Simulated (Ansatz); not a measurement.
One change: `[NH2][Ga]([F])[F]` becomes `[F][Ga]([F])[SiH3]`.

Ansatz, PBE0-D4/def2-TZVP geometries, multiplicity 1. Each molecule was computed in one conformer, which needn't be the lowest.

Scalar relativity is left out up to krypton.

```
                                          property  `[NH2][Ga]([F])[F]`
size of the dipole moment (ωB97M-V/def2-TZVPP) / D                 3.24
           HOMO–LUMO gap (ωB97M-V/def2-TZVPP) / eV                11.41
              HOMO–LUMO gap (PBE0/def2-TZVPP) / eV                 7.18
    size of the dipole moment (PBE/def2-TZVPP) / D                 3.23
                 LUMO energy (PBE/def2-TZVPP) / eV                -2.12
               LUMO energy (B3LYP/def2-TZVPP) / eV                -1.55
```

(1) What does the change do to each property? (An estimate is asked.)

## Answers

(1) Ansatz gave: 
```csv
property,`[F][Ga]([F])[SiH3]`,shift
size of the dipole moment (ωB97M-V/def2-TZVPP) / D,3.59,0.35
HOMO–LUMO gap (ωB97M-V/def2-TZVPP) / eV,11.18,-0.23
HOMO–LUMO gap (PBE0/def2-TZVPP) / eV,7.32,0.14
size of the dipole moment (PBE/def2-TZVPP) / D,3.43,0.20
LUMO energy (PBE/def2-TZVPP) / eV,-2.51,-0.39
LUMO energy (B3LYP/def2-TZVPP) / eV,-2.01,-0.46
```

With PBE0 the HOMO falls by 0.75 eV and the LUMO falls by 0.61 eV, so the gap widens by about 0.14 eV. PBE moves the HOMO by -0.93 eV and ωB97M-V by -0.43 eV. Dipoles are sizes alone; their direction can turn.

B3LYP here is the variant with VWN-RPA as its local correlation; programs differ in this.
